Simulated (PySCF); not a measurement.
**SiSb⁻: frontier orbitals**

PBE at R = 2.300 Å; basis Si def2-TZVPPD, Sb def2-TZVPPD with ECP28; scalar-relativistic core potentials; PySCF 2.14. State: ¹Σ⁺ (singlet), closed shell. Only the outer orbitals are listed, counted within each symmetry, core potentials removing the inner ones.

```csv
orbital,occ.,ε (eV),on Si (%),main shells (%)
7σ,2,-8.20,35,"64 Sb s, 28 Si s"
8σ,2,-4.23,64,"63 Si s, 26 Sb s, 10 Sb p"
9σ,2,-0.16,55,"42 Si p, 41 Sb p, 12 Si s"
4π,2,-0.15,35,"64 Sb p, 35 Si p"
4π,2,-0.15,35,"64 Sb p, 35 Si p"
5π,0,2.35,58,"47 Si p, 28 Sb p, 14 Sb d"
5π,0,2.35,58,"47 Si p, 28 Sb p, 14 Sb d"
```

**Question.** Which are the highest filled and the lowest empty level, where do they sit, and how wide is the gap?

**Answer.** Highest filled 4π at -0.15 eV (in %: 64 Sb p, 35 Si p); lowest empty 5π at 2.35 eV (in %: 47 Si p, 28 Sb p, 14 Sb d); the gap at PBE is 2.50 eV. An empty level above zero is unbound, and its energy depends on the basis.

```json
{"bond order (Mayer)": "2.66", "⟨S²⟩": "0.000", "charge on Si (Mulliken, basis-dependent)": "-0.48", "charge on Si (Löwdin, basis-dependent)": "-0.56", "dipole moment (positive dipole points towards Sb; it is taken about the centre of mass and depends on that origin)": "3.08 D", "polarisability along the bond": "186.3 bohr³", "polarisability across the bond": "103.1 bohr³"}
```

Spin–orbit coupling is left out.
